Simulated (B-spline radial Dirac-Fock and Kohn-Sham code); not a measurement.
**Auger decay of the 3p3/2 hole in W**

System: the free tungsten atom in the configuration [Xe] 4f14 5d4 6s2.

Model: independent-particle radiative and Coulomb Auger rates from relativistic LDA hole-state orbitals, with Dirac-Fock energies. Program: a radial atomic solver. Kinetic energies are configuration averages from the vacuum level; the two-hole energies are estimated from single-hole states.

```tsv
transition	kinetic energy (eV)	width (meV)	share (%)
M3-M5N3	10.70	1590	15.2
M3-M4N4	119.4	134	1.3
M3-M4N5	131.1	135	1.3
M3-M5N4	180.6	608	5.8
M3-M5N5	194.4	843	8.0
M3-M4N6	349.3	203	1.9
M3-M4N7	350.6	298	2.8
M3-M4O3	352.6	78.5	0.7
M3-M5O1	370.3	169	1.6
M3-M5O2	404.5	149	1.4
M3-M5N6	410.6	2090	19.9
M3-M5N7	413.8	2520	24.0
M3-M5O3	415.0	202	1.9
M3-N1N3	1225.1	63.3	0.6
M3-N2N3	1325.7	76.7	0.7
M3-N3N3	1393.2	104	1.0
M3-N3N4	1563.8	149	1.4
M3-N3N5	1578.4	196	1.9
M3-N2N7	1725.2	38.9	0.4
M3-N3N6	1791.4	114	1.1
M3-N3N7	1794.3	131	1.2
M3-N4N7	1963.8	33.6	0.3
M3-N6N7	2191.6	106	1.0
M3-N7N7	2194.3	41.6	0.4
```

Coster-Kronig rates are the weakest part of this model and often come out 1.5 to 2.5 times too large. The listed channels hold 96 % of the non-radiative rate. Summed by principal shells, of 10.5 eV in all: MMN 80.3 %, MNN 11.4 %, MMO 6.6 %, MNO 1.4 %, MMP 0.2 %.

Values without a named source are computed, but for edge energies of neutral atoms, which are taken from tables.
